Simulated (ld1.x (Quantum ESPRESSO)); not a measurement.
Configuration tests for Cd (Z = 48) (TM)

```json
{
  "Element": "Cd (Z = 48)",
  "Generator": "ld1.x (Quantum ESPRESSO) 7.5",
  "Type": "norm-conserving Troullier–Martins (Kleinman–Bylander form)",
  "Functional": "BP86",
  "Relativity": "fully relativistic",
  "Frozen core": "[Ar] 3d10",
  "Valence charge": "20",
  "Reference configuration": "4s2 4p6 4d10 5s2 5p0",
  "Partial waves": "4p (bound): rc 0.90 bohr; 4d (bound): rc 1.55 bohr; 4s (bound): rc 1.20 bohr",
  "Local potential": "the s channel",
  "Core correction": "none"
}
```

Open shells are filled in proportion to 2j + 1 (rel_dist='average').

Occupied shells without a wave of their own: 5s. They enter only through the test configuration that unscreens the potential.

Energies are relative to the spin-unpolarised reference configuration 4s2 4p6 4d10 5s2 5p0; without spin polarisation the order of configurations can differ from experiment.

```json
{"valence configuration": "4s2 4p6 4d9 5s0 5p0", "charge": "+3", "ΔE all-electron (eV)": "64.789", "error AE − PS (meV)": "-2632"}
{"valence configuration": "4s2 4p6 4d9 5s2 5p1", "charge": "0", "ΔE all-electron (eV)": "12.604", "error AE − PS (meV)": "+178"}
{"valence configuration": "4s2 4p6 4d10 5s0 5p2", "charge": "0", "ΔE all-electron (eV)": "9.738", "error AE − PS (meV)": "-1115"}
{"valence configuration": "4s1 4p6 4d10 5s2 5p0", "charge": "+1", "ΔE all-electron (eV)": "113.630", "error AE − PS (meV)": "+30"}
{"valence configuration": "4s2 4p6 4d10 5s1 5p1", "charge": "0", "ΔE all-electron (eV)": "4.714", "error AE − PS (meV)": "-529"}
```

What are ΔE and the potential's error for 4s2 4p6 4d10 5s0 5p0?

ΔE = 26.699 eV all-electron; the error (AE − PS) is -1873 meV.

What are ΔE and the potential's error for 4s2 4p6 4d10 5s1 5p0?

ΔE = 9.472 eV all-electron; the error (AE − PS) is -749 meV.

Levels in the configuration 4s2 4p6 4d10 5s1 5p1:

| level | all-electron (eV) | pseudo (eV) |
| --- | --- | --- |
| 4s j=1/2 | -107.949 | -108.156 |
| 4p j=1/2 | -73.045 | -73.247 |
| 4p j=3/2 | -67.209 | -67.411 |
| 4d j=3/2 | -14.179 | -14.348 |
| 4d j=5/2 | -13.477 | -13.644 |
| 5s j=1/2 | -7.111 | -7.823 |
| 5p j=1/2 | -2.387 | -2.536 |
| 5p j=3/2 | -2.167 | -2.325 |

ld1.x printed “convergence not achieved” for 7 of the counted tests; their residual had stalled under 1e-8, short of the target of 1e-14. The 5s level has no wave, so the channel is fitted at the deeper level alone: the likely source of the large errors.

A Bessel basis up to 400 Ry misses an occupied level by 0.06 Ry, so cutoffs and ghosts were not judged. The potential misses its own reference levels by up to 0.6 eV.
